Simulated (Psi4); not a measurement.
H4Al, charge -1, singlet, geometry from GFN2-xTB (such geometries of metal compounds can be far from the true shape) (a gas-phase anion, which may not be bound at this level). Base run: TPSS/6-31G run with Psi4.

Here is a job for Psi4.
```
memory 2 GB

molecule mol {
-1 1
  Al    0.000000    0.000000    0.000000
  H     1.189264   -0.207851    1.091787
  H    -1.184882    0.904432    0.653920
  H    -0.599867   -1.450317   -0.431617
  H     0.595484    0.753737   -1.314090
}

set basis 6-31g
set reference rks

energy('tpss')
print_variables()
```

The base run was repeated with changes; each row names its change, and settings that it needs were set with it.

```csv
change,ΔE vs base (mEh),SCF cycles,grid points,basis functions
base,0.000,6,109816,21
ints_tolerance = 1e-8,0.000,6,109816,21
df_basis_scf = cc-pvtz-jkfit,0.001,6,109816,21
puream = true,-0.007,6,109816,21
diis_max_vecs = 3,0.000,6,109816,21
scf_type = dfdirj+cosx,0.001,7,109816,21
scf_type = pk,0.007,6,109816,21
scf_type = disk_df,0.000,6,109816,21
d_convergence = 1e-10,0.000,9,109816,21
dft_nuclear_scheme = becke,-0.004,6,109220,21
dft_radial_scheme = becke,0.005,6,98713,21
scf_type = cd,-0.196,6,109816,21
cholesky_tolerance = 1e-3 (with scf_type cd),-0.791,6,109816,21
```

A gas-phase anion may not be bound at this level; its values then depend on the basis.
